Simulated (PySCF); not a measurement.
Bonds broken one at a time in the series B I-H. Isolated molecules, 0 K electronic values unless said otherwise. Strings in code marks are SMILES.

The four lowest singlet excitations (Tamm–Dancoff). Calculation: PBE-D3(BJ)/def2-TZVP // PBE0-D3(BJ)/def2-TZVP (PySCF). Excitations are Tamm–Dancoff values on a coarser integration grid. The basis has no diffuse functions, so Rydberg states are missing or too high.

```json
[
 {"state": "S1", "energy (eV)": "3.41", "wavelength (nm)": "364", "oscillator strength": "0.000"},
 {"state": "S2", "energy (eV)": "5.21", "wavelength (nm)": "238", "oscillator strength": "0.137"},
 {"state": "S3", "energy (eV)": "5.64", "wavelength (nm)": "220", "oscillator strength": "0.000"},
 {"state": "S4", "energy (eV)": "6.39", "wavelength (nm)": "194", "oscillator strength": "0.013"}
]
```

Question: Identify which member gives these states.
A) `IB(I)I`
B) `BI`
C) `IBI`

Answer: B, `BI`
